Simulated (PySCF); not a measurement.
# Successive Pb–H bond energies

Computed with PBE0/[Pb def2-TZVP with ECP60, H def2-TZVP], scalar-relativistic core potentials, density fitting, no spin–orbit coupling, PySCF.

Each entry is the lowest minimum that a search over a few typed start shapes (and spin states, where more than one is plausible) found, or that minimum re-optimised at the stated level; isomers with ligand–ligand bonds, or fragments after loss of a ligand pair, can lie lower.

Total energies (Eh), which compare only within these settings: H atom -0.50106.

```tsv
species	2S+1	group	E (Eh)	ZPE (kJ/mol)
PbH₂	1	C2v	-194.02333	23.8
PbH₃	2	C3v	-194.58107	42.6
PbH₄	1	Td	-195.19025	64.3
```

Task: What are De and D0 for PbH₃ → PbH₂ + H?

Result: De = [(-194.02333) + (-0.50106) − (-194.58107)] × 2625.5 = 149 kJ/mol. The zero-point energy changes by -18.7 kJ/mol, so D0 = 130 kJ/mol.

Task: What are De and D0 for PbH₄ → PbH₃ + H?

Result: De = [(-194.58107) + (-0.50106) − (-195.19025)] × 2625.5 = 284 kJ/mol. The zero-point energy changes by -21.7 kJ/mol, so D0 = 262 kJ/mol.

Atoms and open shells are unrestricted, without spin–orbit or basis-set superposition corrections.

Spin–orbit coupling can matter for elements this heavy.
